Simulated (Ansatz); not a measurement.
Ansatz (a first-principles code) input (CCSD(T)/aug-cc-pVDZ):

Ansatz 0.2 input:
```yaml
crystal:
  periodic: [false, false, false]
  atoms:
    - {symbol: C, position_ang: [-1.60290724, -0.85383308, -0.39475235]}
    - {symbol: C, position_ang: [-0.49790432, 0.02053633, 0.19955438]}
    - {symbol: C, position_ang: [-0.51059676, 1.43062084, -0.42244917]}
    - {symbol: C, position_ang: [0.82548031, -0.64202517, 0.04840273]}
    - {symbol: O, position_ang: [1.85358337, -0.04552093, 0.73675744]}
    - {symbol: H, position_ang: [-2.57832842, -0.38040495, -0.27186482]}
    - {symbol: H, position_ang: [-1.63475624, -1.83359224, 0.08399967]}
    - {symbol: H, position_ang: [-1.44220677, -1.00618714, -1.46556411]}
    - {symbol: H, position_ang: [-0.68394777, 0.13624891, 1.27452571]}
    - {symbol: H, position_ang: [-0.36855768, 1.37354274, -1.50469282]}
    - {symbol: H, position_ang: [0.28773657, 2.04449637, -0.00550230]}
    - {symbol: H, position_ang: [-1.46418607, 1.92879510, -0.23152550]}
    - {symbol: H, position_ang: [1.08620041, -1.15186339, -0.87602853]}
    - {symbol: H, position_ang: [2.68494703, -0.47866128, 0.51805944]}
basis:
  gaussian:
    orbitals: aug-cc-pVDZ
magnetization: {spin_polarized: true, initial_magnetization: 1}
correlation: {method: ccsd_t, electrons: outside_noble_gas}
output: {forces: true}
```

Output:

```
Functional definition: HF
integrals: 1.55 GiB planned
1926 factors; integrals over basis functions are off by at most 8.2e-4 eV
0.90 GiB of device memory are held for the factors and their scratch space
mean field: 1.07 GiB planned
mean field evaluation 1: about -6295.7021 eV, gradient 3.1e1 eV
mean field evaluation 2: about -6295.7026 eV, gradient 3.1e1 eV
mean field evaluation 4: about -6300.9441 eV, gradient 3.5e0 eV
mean field evaluation 8: about -6301.0611 eV, gradient 2.5e-1 eV
mean field evaluation 16: about -6301.0454 eV, gradient 1.1e0 eV
mean field evaluation 32: about -6297.2502 eV, gradient 4.7e-2 eV
mean field -6301.06240978 eV, -231.5597725460 hartree, gradient 2.3e-6 eV, S^2 0.761653; 0 other end points of the search recorded, 0 dependent functions left out
5 core orbitals not correlated
reference -6301.06240978 eV, -231.5597725460 hartree; 16, 15 occupied and 175, 176 virtual orbitals, 1926 factors
densities: 12.71 GiB planned
second order -21.07194545 eV of doubles, -0.00000000 eV of singles
coupled cluster: 10.24 GiB planned
cycle   1  -22.01898780 eV  change   -9.5e-1 eV  update   1.0e-1
cycle   2  -22.57518903 eV  change   -5.6e-1 eV  update   3.0e-2
cycle   3  -22.70952020 eV  change   -1.3e-1 eV  update   1.7e-2
cycle   4  -22.71020748 eV  change   -6.9e-4 eV  update   6.2e-3
cycle   5  -22.70916397 eV  change    1.0e-3 eV  update   3.0e-3
cycle   6  -22.70962837 eV  change   -4.6e-4 eV  update   1.1e-3
cycle   7  -22.70949110 eV  change    1.4e-4 eV  update   4.3e-4
cycle   8  -22.70950595 eV  change   -1.5e-5 eV  update   1.8e-4
cycle   9  -22.70953828 eV  change   -3.2e-5 eV  update   8.2e-5
cycle  10  -22.70949342 eV  change    4.5e-5 eV  update   4.0e-5
cycle  11  -22.70950833 eV  change   -1.5e-5 eV  update   2.1e-5
cycle  12  -22.70952073 eV  change   -1.2e-5 eV  update   1.1e-5
cycle  13  -22.70952517 eV  change   -4.4e-6 eV  update   5.7e-6
cycle  14  -22.70952839 eV  change   -3.2e-6 eV  update   2.6e-6
perturbative correction -0.73585427 eV, -0.0270421456 hartree
the calculation of the forces begins
0.90 GiB of device memory are held for the factors and their scratch space
Total energy: -6324.50779244 eV, -232.4213744669 hartree
Atom 0 at    -1.602907    -0.853833    -0.394752 Å, force     0.104257     0.046551     0.020058 eV/Å
Atom 1 at    -0.497904     0.020536     0.199554 Å, force    -0.172445     0.186233    -0.018513 eV/Å
Atom 2 at    -0.510597     1.430621    -0.422449 Å, force     0.007898    -0.158122     0.048997 eV/Å
Atom 3 at     0.825480    -0.642025     0.048403 Å, force    -0.111936    -0.442491    -0.041461 eV/Å
Atom 4 at     1.853583    -0.045521     0.736757 Å, force     0.337351     0.479914     0.428587 eV/Å
Atom 5 at    -2.578328    -0.380405    -0.271865 Å, force    -0.434932     0.223323     0.065336 eV/Å
Atom 6 at    -1.634756    -1.833592     0.084000 Å, force    -0.013258    -0.437684     0.221619 eV/Å
Atom 7 at    -1.442207    -1.006187    -1.465564 Å, force     0.085674    -0.059323    -0.478808 eV/Å
Atom 8 at    -0.683948     0.136249     1.274526 Å, force    -0.068592     0.040954     0.447709 eV/Å
Atom 9 at    -0.368558     1.373543    -1.504693 Å, force     0.068656    -0.046253    -0.490249 eV/Å
Atom 10 at     0.287737     2.044496    -0.005502 Å, force     0.364600     0.279522     0.196917 eV/Å
Atom 11 at    -1.464186     1.928795    -0.231525 Å, force    -0.422129     0.210197     0.092921 eV/Å
Atom 12 at     1.086200    -1.151863    -0.876029 Å, force     0.117820    -0.210028    -0.428737 eV/Å
Atom 13 at     2.684947    -0.478661     0.518059 Å, force     0.137036    -0.112792    -0.064378 eV/Å
Dipole moment:     0.131041    -0.117231    -0.172456 e Å
```

It need not be the lowest isomer of its formula.
